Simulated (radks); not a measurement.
Results of a calculation; reference values are marked as such.
Species: Co IX. Configuration: [Ar] 3d1. Level of theory: scalar-relativistic Kohn-Sham, LDA (Slater exchange, VWN5 correlation), spin-polarised, spherical densities, finite nucleus; open shells are filled with parallel spins first; Fermi nuclear charge, rms radius 3.7875 fm (a radial shooting solver on a logarithmic mesh with Libxc functionals). Some entries of the table are withheld. Estimate them.

| orbital | occ. | eigenvalue (hartree) | <1/r> (bohr^-1) |
|---|---|---|---|
| 1s up | 1 | -285.2255 | 26.98 |
| 1s down | 1 | -285.2252 | 26.98 |
| 2s up | 1 | -39.94854 | 5.806 |
| 2s down | 1 | -39.91124 | 5.809 |
| 2p up | 3 | (1) | 5.701 |
| 2p down | 3 | (2) | 5.705 |
| 3s up | 1 | -9.90115 | 1.987 |
| 3s down | 1 | -9.83791 | 1.983 |
| 3p up | 3 | -8.50539 | 1.887 |
| 3p down | 3 | -8.44288 | 1.882 |
| 3d up | 1 | -6.30877 | 1.699 |
| 3d down | 0 | -6.24289 | 1.694 |

Answer. 
(1) 2p up eigenvalue (hartree): -35.24624
(2) 2p down eigenvalue (hartree): -35.21750
